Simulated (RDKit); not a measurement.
RDKit input (UFF):

```python
from rdkit import Chem
from rdkit.Chem import AllChem, rdDetermineBonds

mol = Chem.MolFromXYZFile('mol.xyz')
rdDetermineBonds.DetermineBonds(mol, charge=0)
print('SMILES', Chem.MolToSmiles(Chem.RemoveHs(mol)))
ff = AllChem.UFFGetMoleculeForceField(mol)
e0 = ff.CalcEnergy()
flag = ff.Minimize(maxIts=5000, forceTol=1e-5)
print(f'energy {e0:.4f} -> {ff.CalcEnergy():.4f} kcal/mol, converged: {flag == 0}')
print(Chem.MolToXYZBlock(mol))
```
mol.xyz:
```
12

C     -2.47297600    -1.12623900     0.29709300
C     -1.21975200    -1.59167800     0.28987100
B      0.05890900    -0.75236600     0.10070900
Br    -0.09202800     1.17535400    -0.15732900
C      1.45447800    -1.40617900     0.11141200
C      2.62167100    -0.77284700    -0.04288800
H     -2.68128300    -0.07118700     0.16304900
H     -3.32928300    -1.77652900     0.43597500
H     -1.08579500    -2.66318900     0.43043900
H      1.48885700    -2.48459700     0.25862500
H      3.57000900    -1.29795600    -0.02443500
H      2.66340300     0.29954900    -0.19361700
```

Output:

```
SMILES C=CB(Br)C=C
energy 5.6166 -> 2.8382 kcal/mol, converged: True
12

C     -2.464412   -1.120489    0.295808
C     -1.226971   -1.623259    0.294652
B      0.057393   -0.732873    0.098099
Br    -0.098432    1.258164   -0.168417
C      1.466511   -1.436517    0.114921
C      2.612324   -0.768513   -0.042953
H     -2.652864   -0.060629    0.159965
H     -3.313812   -1.781260    0.435745
H     -1.095759   -2.691778    0.434963
H      1.503064   -2.511598    0.261548
H      3.555425   -1.305008   -0.022626
H      2.633741    0.305898   -0.192800
```

The geometry given is a B3LYP-D3(BJ)/def2-TZVP minimum.
